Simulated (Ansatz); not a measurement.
Geometry optimisation, RHF/def2-SVP (Ansatz).

input.yaml

```yaml
crystal:
  periodic: [false, false, false]
  atoms:
    - { symbol: C, position_ang: [-0.0659, -1.8862, 0.4417] }
    - { symbol: C, position_ang: [0.6939, -1.0106, -0.2115] }
    - { symbol: C, position_ang: [0.3496, 0.3928, -0.3308] }
    - { symbol: C, position_ang: [0.1925, 1.5747, -0.4099] }
    - { symbol: Se, position_ang: [-0.2951, 3.3971, -0.5633] }
    - { symbol: H, position_ang: [-1.0317, -1.4733, 0.8854] }
    - { symbol: H, position_ang: [0.1629, -2.8895, 0.5057] }
    - { symbol: H, position_ang: [1.6475, -1.3633, -0.6666] }
    - { symbol: H, position_ang: [-1.5653, 3.212, 0.3322] }
basis:
  gaussian: { orbitals: def2-SVP }
hamiltonian:
  xc: hf
relax:
  f_tol: 0.02
  max_steps: 50
```

Run as:

```bash
$ ansatz run input.yaml --threads 2 --pin off --max-ram 3072MiB --backend cpu --events-out ev --progress --plain --runs-dir out
```

Where does it end, and by what steps?

The forces met the threshold. After 7 steps the energy has fallen by 0.371 eV; H9 moved furthest, 0.22 Å.

```json
{"step": "0", "energy less start (eV)": "0.0000", "largest force component (eV/Å)": "3.634", "accepted": "yes"}
{"step": "1", "energy less start (eV)": "-0.3052", "largest force component (eV/Å)": "0.979", "accepted": "yes"}
{"step": "2", "energy less start (eV)": "-0.2825", "largest force component (eV/Å)": "1.908", "accepted": "no"}
{"step": "3", "energy less start (eV)": "-0.3509", "largest force component (eV/Å)": "0.329", "accepted": "yes"}
{"step": "4", "energy less start (eV)": "-0.3666", "largest force component (eV/Å)": "0.319", "accepted": "yes"}
{"step": "5", "energy less start (eV)": "-0.3692", "largest force component (eV/Å)": "0.074", "accepted": "yes"}
{"step": "6", "energy less start (eV)": "-0.3707", "largest force component (eV/Å)": "0.042", "accepted": "yes"}
{"step": "7", "energy less start (eV)": "-0.3708", "largest force component (eV/Å)": "0.007", "accepted": "yes"}
```

```xyz
9
Properties=species:S:1:pos:R:3
C -0.076 -1.903 0.429
C 0.668 -0.993 -0.184
C 0.331 0.403 -0.285
C 0.066 1.566 -0.377
Se -0.267 3.364 -0.576
H -1.014 -1.650 0.906
H 0.241 -2.937 0.469
H 1.603 -1.281 -0.652
H -1.463 3.385 0.253
```

Run time: 13 s on 2 threads of Arm Neoverse V1 (shared host), peak memory 0.23 GiB.
